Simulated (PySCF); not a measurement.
## Two-component Hartree-Fock for Pt (platinum, neutral)

Start: [Xe] 4f14 5d8 6s1 7s1; 5d3/2 filled at m_j = -1/2, +1/2, +3/2; 5d5/2 filled at m_j = -3/2, -1/2, +1/2, +3/2, +5/2; 6s1/2 filled at m_j = +1/2; 7s1/2 filled at m_j = +1/2. Calculated with PySCF 2.14 in x2c-TZVPall-2c with one added diffuse shell each of s, p, d type (12s12p11d2f, 117 functions): generalised Hartree-Fock with the X2C-1e Hamiltonian and a Gaussian nucleus; spin-orbit coupling (SO) screened by Boettger's factors. This is a chosen level, not necessarily the ground level.

| spinor shell | electrons | ε, screened SO (eV) | weight of nominal j (screened SO) | rms radius, screened SO (bohr) |
| --- | --- | --- | --- | --- |
| 1s1/2 | 2 | -78810.6 | 1.000 | 0.0194 |
| 2s1/2 | 2 | -13997.7 | 1.000 | 0.0782 |
| 2p1/2 | 2 | -13393.2 | 1.000 | 0.0663 |
| 2p3/2 | 4 | -11658.6 | 1.000 | 0.0741 |
| 3s1/2 | 2 | -3360.4 | 1.000 | 0.200 |
| 3p1/2 | 2 | -3089.9 | 1.000 | 0.191 |
| 3p3/2 | 4 | -2702.7 | 1.000 | 0.207 |
| 3d3/2 | 4 | -2257.6 | 1.000 | 0.182 |
| 3d5/2 | 6 | -2174.5 | 1.000 | 0.186 |
| 4s1/2 | 2 | -763.81 | 1.000 | 0.441 |
| 4p1/2 | 2 | -647.95 | 1.000 | 0.447 |
| 4p3/2 | 4 | -554.45 | 1.000 | 0.480 |
| 4d3/2 | 4 | -364.45 | 1.000 | 0.496 |
| 4d5/2 | 6 | -346.29 | 1.000 | 0.508 |
| 5s1/2 | 2 | -127.67 | 1.000 | 1.02 |
| 4f5/2 | 6 | -100.88 | 0.998 | 0.564 |
| 4f7/2 | 8 | -97.311 | 0.999 | 0.565 |
| 5p1/2 | 2 | -89.201 | 0.995 | 1.12 |
| 5p3/2 | 4 | -72.050 | 0.997 | 1.21 |
| 5d5/2 | 5 | -18.593 | 0.707 | 1.72 |
| 5d3/2 | 3 | -19.869 | 0.814 | 1.69 |
| 6s1/2 | 1 | -13.469 | 0.999 | 2.89 |
| 7s1/2 | 1 | -2.471 | 1.000 | 9.03 |

| quantity | screened SO |
| --- | --- |
| E (hartree) | -18426.45557 |
| M_J | 5 |
| ⟨J²⟩ | 30.009 |
| ⟨L²⟩ | 12.365 |
| ⟨S²⟩ | 6.066 |

Each row is a mean over spinors that exchange with the open shell spreads, by up to 6.667 eV (5p3/2).

Rows whose weight is well below 1 are mixtures of j = l ± 1/2: exchange outweighs spin-orbit coupling there, and the label is only the starting occupation.

Breit and QED terms are absent; they matter most for the inner s and p1/2 levels.

Densities and radii are taken from the X2C orbitals without a picture-change correction, which distorts them close to the nucleus.
